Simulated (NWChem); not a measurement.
C$_{2}$H$_{6}$OSi$_{2}$; SMILES C#C[Si@H](O)[SiH3]

```xyz
11

C      1.0840     2.6348     0.2393
C      0.4510     1.6342    -0.0364
Si    -0.4778     0.1038    -0.4389
O     -1.8987     0.0096     0.4370
Si     0.7884    -1.7849     0.1257
H      1.6396     3.5147     0.4795
H     -0.7493     0.1528    -1.9053
H     -2.4903     0.7739     0.3748
H      1.1198    -1.7890     1.5765
H      2.0604    -1.7706    -0.6499
H      0.0519    -3.0363    -0.2048
```
Atoms are numbered in this order, from 1.

All runs: NWChem. Pople sets run with spherical d functions. All runs use the structure optimised with B3LYP/6-31G* (spherical d).

### Question
Taking Hartree-Fock/6-311G** as the yardstick, which of these has the fewest basis functions while keeping “dipole (D)” within 0.1 D of it: Hartree-Fock/6-31+G*; Hartree-Fock/6-31G*; Hartree-Fock/STO-3G; Hartree-Fock/3-21G?

### Answer
Hartree-Fock/6-31G*.
```csv
level,basis functions,dipole (D),relative time (rough)
Hartree-Fock/STO-3G,39,0.84,1
Hartree-Fock/3-21G,65,2.24,1
Hartree-Fock/6-31G*,90,2.03,5
Hartree-Fock/6-31+G*,110,1.96,10
Hartree-Fock/6-311G**,142,1.95,8
```

The yardstick is one finite set, not the basis-set limit.
